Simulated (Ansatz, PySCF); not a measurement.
This singlet lies 3.62 eV below the relaxed triplet at the level composite: frozen-core CCSD(T) with HF/cc-pV5Z and the correlation energy extrapolated as X^-3 from cc-pVQZ and cc-pV5Z, plus CCSDT(Q) minus CCSD(T) in cc-pVTZ // B3LYP-D3(BJ)/def2-TZVP (Ansatz, a program for electronic structure).

B3LYP has the VWN-RPA correlation part, as in Gaussian. 

Z-matrix (Å, degrees):
```
B
F 1 1.2649
```
Charge 0, multiplicity 1.

Task: Predict the LUMO, dipole moment and total energy from B3LYP-D3(BJ)/def2-TZVP (PySCF).

Result: 
* **LUMO**: -1.33 eV
* **dipole moment**: 0.98 D
* **total energy**: -124.7215 Ha
